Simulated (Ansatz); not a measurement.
Total energies of the cluster Zn2Cu (the lowest doublet isomer of a short search) from Ansatz at r2SCAN-D4/def2-TZVP, gas phase (1 Eh = 27.2114 eV = 2625.5 kJ/mol). The reference geometry is relaxed at PBE-D4/def2-TZVP.

```xyz
3

Cu   -0.0014    0.0004    0.0007
Zn   -0.1448   -2.2998    0.9020
Zn    0.1462    2.2995   -0.9027
```

| state | geometry | energy (Eh) |
| --- | --- | --- |
| charge 0 doublet | reference | -5199.27118 |
| charge 1 singlet | reference | -5199.04800 |
| charge 0 quartet | relaxed at PBE-D4/def2-TZVP | -5199.20151 |
| free Cu atom (doublet) | – | -1640.46806 |
| free Zn atom (singlet) | – | -1779.37409 |

(1) Work out the vertical ionisation energy to the singlet.

(2) Which of the charge 0 states is lowest, and how far above it are the others?

(3) What is the binding energy per atom against free atoms?

(1) E(charge 1 singlet) − E(charge 0 doublet) = -5199.04800 − (-5199.27118) = 0.22318 Eh = 6.07 eV. For comparison, −ε of the highest occupied level of the spin that leaves is 3.99 eV at this level, 2.08 eV less.

(2) The doublet. quartet: -5199.20151 − (-5199.27118) = 0.06967 Eh = 182.9 kJ/mol. The quartet differs in its bonds from the reference.

(3) Atoms: 1 × (-1640.46806) + 2 × (-1779.37409) = -5199.21624 Eh. Binding: -5199.21624 − (-5199.27118) = 0.05494 Eh = 1.49 eV, or 0.50 eV for each of 3 atoms (no zero-point energy, no counterpoise term).

The structure comes from a short search, and lower isomers may exist.
